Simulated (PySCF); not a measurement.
GeCl₄ + H₂O → HGe(OH) + 2 Cl₂

Level: PBE0 in the def2-TZVP basis family, all electrons, no relativity, computed in PySCF with density fitting; open shells unrestricted.

| species | state and structure | ZPE (kJ/mol) | H(298 K) − H(0) (kJ/mol) | S° (J/(mol K)) |
| --- | --- | --- | --- | --- |
| GeCl₄ | singlet, Td, Ge–Cl 2.117 Å (×4) | 15.2 | 21.2 | 348.6 |
| H₂O | singlet, C2v, O–H 0.960 Å (×2); H–O–H 105.1° | 56.5 | 9.9 | 188.7 |
| HGe(OH) | singlet, Cs, Ge–H 1.618 Å, Ge–O 1.787 Å, O–H 0.960 Å; Ge–O–H 114.6°, H–Ge–O 95.8° | 51.7 | 11.1 | 255.7 |
| Cl₂ | singlet, D∞h, Cl–Cl 1.982 Å | 3.5 | 9.1 | 222.5 |

Question: Is the gas-phase reaction uphill or downhill in electronic energy at this level, and by how much?

Answer: At PBE0/def2-TZVP, ΔE = 689.3 kJ/mol, uphill. 

Question: Add zero-point, thermal and entropy terms for 298.15 K and 1 bar.

Answer: ΔZPE = -13.0 and Δ[H(298) − H(0)] = -1.8 kJ/mol give ΔH° = 674.5 kJ/mol. ΔS° = 163.4 J/(mol K), so ΔG° = 674.5 − 298.15 × (0.1634) = 626 kJ/mol.

Only the bonding shown was studied: isomers, or loss of a ligand pair, can lie lower.
